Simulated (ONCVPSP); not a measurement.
Cutoff test, thallium (Tl), ONCV

```json
{
 "Element": "Tl (Z = 81)",
 "Generator": "ONCVPSP 4.0.1",
 "Type": "optimised norm-conserving Vanderbilt (ONCV)",
 "Functional": "PBE",
 "Relativity": "scalar-relativistic",
 "Frozen core": "[Kr] 4d10 4f14",
 "Valence charge": "21",
 "Reference configuration": "5s2 5p6 5d10 6s2 6p1",
 "Partial waves": "5s+6s: rc 1.65 bohr, ncon 3, nbas 6, qcut 6.5 1/bohr, 2 projectors; 5p+6p: rc 1.75 bohr, ncon 4, nbas 7, qcut 8.1 1/bohr, 2 projectors; 5d: rc 1.35 bohr, ncon 4, nbas 7, qcut 8.4 1/bohr, 2 projectors, debl 1 Ha",
 "Local potential": "polynomial inside 0.90 bohr (lpopt 3, dvloc0 0 Ha)",
 "Core correction": "none"
}
```

Question: For each optimised wave give the share of its norm inside rc, the residual kinetic energy above qcut (Ha) and the cutoffs (Ha) for errors of 10, 1, 0.1 and 0.01 mHa per electron.

Answer:

```tsv
wave	norm inside rc	residual KE	10 mHa	1 mHa	0.1 mHa	0.01 mHa
5s	0.988	1.5e-05	7.7	9.8	16.8	33.4
6s	0.150	8.0e-05	6.9	15.2	20.6	49.1
5p	0.970	7.5e-08	14.4	18.3	21.5	24.2
6p	0.043	5.8e-07	9.9	13.7	16.8	22.9
5d	0.545	2.6e-05	18.4	22.9	26.9	74.2
d projector 2	0.063	4.2e-06	14.6	20.0	24.4	28.1
```

The occupied waves need 23 Ha and 27 Ha for 1 and 0.1 mHa. Note: no bound ghost flagged; GHOST(+) flagged for s at 71.8 eV. 2 of 4 tests not solved or not reliable.
